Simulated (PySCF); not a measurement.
C₃H₆FNSi, SMILES [C@H]1(F)C[SiH2]C=N1.

Coordinates come from a PBE-D3(BJ)/def2-SVP optimisation. The structure was generated by enumeration; whether it is a known compound was not checked. One conformer was computed; it need not be the lowest.

Computed with PBE/def2-TZVP run with PySCF.

Computed frontier levels, gap, dipole moment and polarisability:
```yaml
highest_occupied_level: -6.09 eV
lowest_empty_level: -2.35 eV
orbital_gap: 3.74 eV
dipole_moment: 2.71 D
quadrupole, principal values (traceless, Buckingham form, about the centre of nuclear charge): -7.80, 2.09, 5.71 D·Å
mean_static_polarisability: 69.8 bohr³ (10.34 Å³)
polarisability_principal_values: 55.7, 69.0, 84.7 bohr³
```
